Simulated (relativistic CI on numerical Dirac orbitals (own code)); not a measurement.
# Calculated levels, Cd⁶⁺

Computed by Dirac-Coulomb-Breit CI, separate exchange-only KLI orbitals for each configuration, model QED (radiative potential, 1s self-energy scaled to tabulated hydrogen-like ionisation energies), unscaled Slater integrals (own radial code, finite nucleus).

Configurations in the expansion (outside the closed core [Ar] 3d10): 4s2 4p6 4d6, 4s2 4p6 4d5 5s, 4s2 4p6 4d5 4f, 4s2 4p5 4d7, 4s2 4p6 4d5 5p, 4s2 4p6 4d5 5d, 4s2 4p6 4d5 6s, 4s 4p6 4d7, 4s2 4p6 4d5 6p, 4s2 4p5 4d6 4f, 4s2 4p6 4d5 5f, 4s2 4p6 4d4 5s 5p, 4s2 4p6 4d5 7s, 4s2 4p6 4d5 7p, 4s2 4p6 4d5 6f, 4s2 4p6 4d4 4f 5s, 4s2 4p6 4d5 7f, 4s2 4p5 4d6 5s, 4s 4p6 4d6 4f, 4s2 4p6 4d4 5s2, 4s2 4p6 4d3 4f 5s2, 4s2 4p6 4d3 5s2 5p, 4s2 4p6 4d3 5s2 5d, 4s2 4p6 4d3 5s2 6s, 4p6 4d8, 4p5 4d9. Double excitations out of closed p, d and f shells are left out; levels of such configurations are missing from the list, as are those of other unlisted configurations, and high levels can miss mixing partners. These lack a partner that the ground configuration has and come out too high: 4s2 4p5 4d6 4f, 4s2 4p5 4d6 5s.

The lowest level is 4s2 4p6 4d6 5D_4, with 95 % of that term; Hund's rules for 4s2 4p6 4d6 give 5D with J = 4, in agreement.

```
No.  Configuration  Term  J  E (cm⁻¹)   %   Next component (%)  Landé g  Lifetime (s)
  1    4s2 4p6 4d6    5D  4       0.0  95                 3 3F    1.492              
  2    4s2 4p6 4d6    5D  3    3274.3  97  1 4s2 4p5 4d6 4f 5D    1.495      8.35e-01
  3    4s2 4p6 4d6    5D  2    4888.5  94                 3 3P    1.496      3.84e+00
  4    4s2 4p6 4d6    5D  1    6099.9  95                 3 3P    1.497      6.22e+00
  5    4s2 4p6 4d6    5D  0    6653.1  94                 4 3P               3.79e+01
  6    4s2 4p6 4d6    3H  4   24842.3  50                20 3G    0.960      1.21e-01
  7    4s2 4p6 4d6    3H  6   24926.0  93                 6 1I    1.157              
  8    4s2 4p6 4d6    3H  5   25696.1  77                21 3G    1.069      8.59e+00
  9    4s2 4p6 4d6    3P  2   27169.8  88                 4 3D    1.473      2.92e-02
 10    4s2 4p6 4d6    3F  3   30477.1  70                27 3G    0.998      5.71e-02
 11    4s2 4p6 4d6    3F  4   30486.9  51                39 3H    1.061      4.55e-02
 12    4s2 4p6 4d6    3F  2   31676.4  92                 5 1D    0.693      1.05e-01
 13    4s2 4p6 4d6    3G  5   33931.1  77                21 3H    1.164      1.52e-01
 14    4s2 4p6 4d6    3P  1   35899.6  85                10 3D    1.403      2.09e-02
 15    4s2 4p6 4d6    3G  4   36516.0  72                17 3F    1.075      1.26e-01
 16    4s2 4p6 4d6    3P  0   37209.7  77                19 1S               2.57e-02
 17    4s2 4p6 4d6    3G  3   37419.8  70                27 3F    0.846      9.44e-02
 18    4s2 4p6 4d6    1I  6   39941.0  93                 6 3H    1.009      1.17e-01
 19    4s2 4p6 4d6    3D  2   42101.9  83                 8 1D    1.164      7.84e-02
 20    4s2 4p6 4d6    3D  3   43134.6  94                 2 1F    1.321      4.11e-02
 21    4s2 4p6 4d6    3D  1   43170.3  88                10 3P    0.604      5.25e-02
 22    4s2 4p6 4d6    1G  4   46576.0  84                 9 3F    1.011      2.76e-02
 23    4s2 4p6 4d6    1D  2   52171.4  81                 9 3D    1.013      3.06e-02
 24    4s2 4p6 4d6    1S  0   54473.6  68                31 3P               1.74e-02
 25    4s2 4p6 4d6    1F  3   56928.4  85                11 3F    1.011      8.58e-02
 26    4s2 4p6 4d6    3P  0   66570.4  85                13 1S               1.24e-02
 27    4s2 4p6 4d6    3P  1   67886.2  98  1 4s2 4p5 4d6 4f 3P    1.496      1.59e-02
 28    4s2 4p6 4d6    3F  4   69941.4  92                 5 1G    1.235      1.63e-02
 29    4s2 4p6 4d6    3F  2   70395.0  97  1 4s2 4p5 4d6 4f 3F    0.673      1.77e-02
 30    4s2 4p6 4d6    3F  3   72180.1  86                10 1F    1.078      1.69e-02
```

Energies count from the lowest computed level; lifetimes are radiative, by E1, M1, E2 decay to levels of this space only; some are left blank where a channel outside the calculation adds to the decay or the decay crosses a small, uncertain gap.

The mean weight of the leading LS term, summed over parents, in these 30 levels is 84 %, and that of the leading jj configuration (from the same eigenvectors) 58 %, so LS coupling describes them better.

At this charge configurations can still be misplaced by up to about 7 % of their energy. Terms inside the open d or f shell come out 10 to 20 % too wide with unscaled integrals.

Landé's interval rule says that E(J) − E(J−1) = AJ with one A. For the ground term the intervals give A = -553.2, -605.7, -538.1, -818.6 cm⁻¹ for J = 1, 2, 3, 4; the multiplet is inverted.

LS names give the leading component of a level, which can be under half, so a name can repeat, a term be missing and a line seem to break the LS rules.
